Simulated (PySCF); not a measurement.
# TDDFT excited states: C2H6Br2N2W

Species: W(NMe)2Br2, C2H6Br2N2W (singlet state).
Structure used (PBE0-D3(BJ)/def2-SVP), in Å, numbered top down from 1:
```
atom  x, y, z in Å
W1    -1.1246    0.0929   -0.9312
N2    -1.2628   -0.0237    0.8014
C3    -0.8602   -0.1184    2.1573
H4    -0.3415    0.8017    2.4768
H5    -1.7356   -0.2598    2.8131
H6    -0.1739   -0.9681    2.3146
N7     0.5601    0.0403   -1.3569
C8     1.9680   -0.0056   -1.2195
H9     2.4460   -0.1345   -2.2047
H10    2.3446    0.9322   -0.7770
H11    2.2818   -0.8413   -0.5711
Br12  -1.8967    2.3225   -1.5721
Br13  -2.1744   -1.8905   -1.9085
```

Computed with PySCF 2.14.0, density-fitted response routines, TDDFT PBE0/def2-SVPD, vertical, gas phase, core orbitals frozen in the response, def2 core potentials past Kr. Spin–orbit coupling is left out. The geometry optimisation had not met its thresholds, so the values belong to a structure short of the stationary point.

```tsv
state	λ (nm)	E (eV)	f	|μ| (D)	main configurations (H = HOMO, L = LUMO)
S1	331.6	3.74	0.0093	0.81	H→L (97%)
S2	299.6	4.14	0.017	1.05	H-1→L (88%)
S3	298.0	4.16	0.0011	0.26	H-2→L (95%)
S4	274.7	4.51	0.013	0.87	H→L+2 (47%), H→L+1 (44%)
S5	269.8	4.60	0.0004	0.16	H→L+1 (50%), H→L+2 (45%)
S6	254.5	4.87	0.0020	0.33	H-3→L (82%)
S7	244.2	5.08	0.0002	0.11	H→L+3 (49%), H-1→L+2 (27%), H-1→L+1 (15%)
S8	238.1	5.21	0.0020	0.31	H-2→L+1 (42%), H-5→L (36%), H-1→L+1 (10%)
S9	235.4	5.27	0.0005	0.16	H-5→L (35%), H-1→L+1 (28%), H-2→L+1 (20%)
S10	234.3	5.29	0.0005	0.16	H-2→L+2 (39%), H-5→L (26%), H-1→L+2 (21%)
```

Triplets, Tamm–Dancoff:

| state | E (eV) | λ (nm) | main configurations (H = HOMO, L = LUMO) |
| --- | --- | --- | --- |
| T1 | 3.42 | 362.3 | H→L (93%) |
| T2 | 3.80 | 326.5 | H-1→L (92%) |
| T3 | 3.92 | 315.9 | H-2→L (95%) |
| T4 | 4.11 | 301.3 | H-1→L+1 (29%), H-2→L+2 (17%), H-2→L+1 (13%) |

The lowest singlet comes at 332 nm (361 kJ/mol) in the ultraviolet; it is weak; its leading configuration is HOMO→LUMO (97%). The strongest level in the table is S2 at 4.14 eV (300 nm, f = 0.017). For S1 the Löwdin share of tungsten is at most 10% in HOMO and 56% in LUMO (ligand-to-metal charge transfer by this measure); for S2 the Löwdin share of tungsten is at most 16% in HOMO-1 and 56% in LUMO. Orbital energies (eV): HOMO-3 -8.52, HOMO-2 -7.83, HOMO-1 -7.77, HOMO -7.39, LUMO -2.24, LUMO+1 -1.21, LUMO+2 -1.17. Weighted by f, the mean energy of these states is 4.28 eV. The listed states span 1.55 eV, and the widest gap between neighbours is 0.40 eV (S1 to S2). The vertical ionisation energy (ΔSCF) is 8.92 eV, 3.63 eV above S10. The window holds the lowest 10 singlets.
